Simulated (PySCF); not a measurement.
Si(H)3(SH) (H4SSi), SMILES S[SiH3]. Coordinates come from a r2SCAN-D4/def2-TZVP optimisation.

TDDFT-ωB97X/def2-TZVPD run with PySCF puts the lowest singlet excitations at 6.13, 6.45, 7.45, 7.76, 7.92, 8.23 eV.

What are the lowest excitation roots from ADC(2)/aug-cc-pVDZ run with PySCF 2.14.0? (An estimate is asked for; the answer gives what the named calculation found.)

5.99, 6.51, 7.38, 7.55, 7.75, 7.84 eV. S1 differs by -0.14 eV (second minus first; roots are paired by order, and the bases may differ).
